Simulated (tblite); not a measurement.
Species: C7H14FP.
Atom-mapped SMILES: `[CH3:1][C@@H:2]1[C@H:3]([F:4])[CH2:5][CH2:6][PH:7][C@H:8]1[CH3:9]` (hydrogens: H10, H11, H12 on C1; H13 on C2; H14 on C3; H15, H16 on C5; H17, H18 on C6; H19 on P7; H20 on C8; H21, H22, H23 on C9)

Geometry (GFN2-xTB, Å), atoms numbered from 1 in this order:
```xyz
23
C7H14FP angstrom
C     -1.677    1.461    0.256
C     -0.482    0.516    0.407
C      0.800    1.272    0.035
F      0.754    1.626   -1.304
C      2.084    0.490    0.291
C      2.155   -0.780   -0.546
P      0.761   -1.962   -0.238
C     -0.653   -0.753   -0.439
C     -1.945   -1.506   -0.124
H     -1.830    1.708   -0.792
H     -2.583    1.011    0.650
H     -1.494    2.385    0.803
H     -0.390    0.232    1.462
H      0.834    2.224    0.584
H      2.935    1.131    0.046
H      2.133    0.251    1.356
H      3.093   -1.308   -0.353
H      2.133   -0.527   -1.610
H      0.815   -1.861    1.165
H     -0.659   -0.469   -1.500
H     -1.949   -2.461   -0.647
H     -2.823   -0.946   -0.436
H     -2.017   -1.707    0.944
```

Computed values, GFN2-xTB/tblite, gas phase, harmonic and unscaled. Errors from tens to a few hundred cm⁻¹ against measured bands are possible. Modes of hydrogen on phosphorus can be 10 to 20 % off. One conformer, not necessarily the lowest.

Harmonic wavenumbers (cm⁻¹): 87.0, 100.3, 191.6, 197.5, 208.5, 230.1, 299.5, 319.7, 336.9, 357.4, 374.0, 415.8, 546.8, 651.6, 686.1, 704.2, 789.0, 809.7, 852.7, 859.0, 916.2, 943.2, 985.1, 996.1, 1014.1, 1050.1, 1082.2, 1093.7, 1098.1, 1119.9, 1150.0, 1155.5, 1200.8, 1224.1, 1257.4, 1275.4, 1281.9, 1305.3, 1313.7, 1339.7, 1341.4, 1410.2, 1413.6, 1441.0, 1468.7, 1490.3, 1492.5, 1500.0, 1515.8, 2202.7, 2886.9, 2905.2, 2911.5, 2947.7, 2957.7, 2964.2, 2976.8, 3012.4, 3018.4, 3023.0, 3036.6, 3041.8, 3057.9.

A = 1538, B = 1488, C = 884.0 MHz; mass 148.082 u (most abundant isotopes); point group C1, symmetry number 1.

Problem. Zero-point energy?

Solution. Half the sum of the wavenumbers: 42918 cm⁻¹ = 122.71 kcal/mol.

Problem. Entropy at 500 K, 1 bar (ideal gas, RRHO, classical rotation)?

Solution. Translation 43.48, rotation 30.99, vibration 49.03: S = 123.5 cal/(mol K).

Problem. And Cp and H(500 K) − H(0)?

Solution. Cp = 64.57 cal/(mol K), of which vibrations give 56.62 (their classical limit is 63 R = 125.2); H(500 K) − H(0) = 17.65 kcal/mol without the zero-point energy, 13.68 from vibrations.

Problem. Blend soft modes into free rotors: weight 1/[1 + (100 cm⁻¹/ν̃)⁴] for the oscillator and the rest for a rotor with moment μB/(μ + B), μ = h/(8π²ν), B = 10⁻⁴⁴ kg m². What vibrational entropy results?

Solution. 47.61 cal/(mol K) in place of 49.03, which changes −T·S at 500 K by +0.71 kcal/mol.

Problem. How do the functions run with temperature in this model?

Solution. 
```tsv
T (K)	S (cal/(mol K))	Cp (cal/(mol K))	H − H(0) (kcal/mol)	G − H(0) (kcal/mol)	ln q(vib)
50	57.4	11.0	0.44	-2.43	0.15
100	67.0	17.5	1.16	-5.55	0.87
298.15	96.5	40.9	6.92	-21.87	5.50
373.15	106.7	50.3	10.34	-29.49	7.46
750	153.8	84.8	36.52	-78.85	17.81
1000	180.2	98.0	59.48	-120.68	24.48
```

q(vib) and H(0) count from the zero-point level.

Problem. What must be added to the electronic energy to get the Gibbs energy at 500 K and 1 bar?

Solution. ZPE + [H(500 K) − H(0)] − T·S = 122.71 + 17.65 − 61.76 = 78.60 kcal/mol.

Hindered rotation and anharmonicity are outside this model. Other conformers, if any are populated, would add a mixing term that is left out. The structure is chiral; the term R ln 2 for an equal mix with its mirror image is left out.
